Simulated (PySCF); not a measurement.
A species of formula C2H5Cl3Si has this rotational fingerprint, computed with PBE0-D3(BJ)/def2-SVP geometry optimisation, gas phase in PySCF 2.14.0:

* Rotational constants: A = 1859, B = 1066, C = 998.6 MHz
* Dipole components: |μa| = 0.93 D, |μb| = 0.00 D, |μc| = 1.16 D
* Inertial defect: -239.96 u·Å²
* κ: -0.84

Task: Which candidate fits, each taken in the one conformer that was computed?
A. `CC[Si](Cl)(Cl)Cl`
B. `[SiH3]CC(Cl)(Cl)Cl`

Result: B. It is [SiH3]CC(Cl)(Cl)Cl, an asymmetric top, point group C1. The candidates at the same level (rigid rotor, commonest isotopes):

| SMILES | A (MHz) | B (MHz) | C (MHz) | μa (D) | μb (D) | μc (D) | Δ (u·Å²) | point group | rotor |
| --- | --- | --- | --- | --- | --- | --- | --- | --- | --- |
| CC[Si](Cl)(Cl)Cl | 1427 | 1184 | 1088 | 1.40 | 0.01 | 1.69 | -316.24 | – | asymmetric top |
| [SiH3]CC(Cl)(Cl)Cl | 1859 | 1066 | 998.6 | 0.93 | 0.00 | 1.16 | -239.96 | C1 | asymmetric top |

`CC[Si](Cl)(Cl)Cl` has A 23 % too low. No structure here is proved a minimum.

Shape of the structure used: `[SiH3:1][CH2:2][C:3]([Cl:4])([Cl:5])[Cl:6]`: Si1–C2–C3–Cl4 -54°.
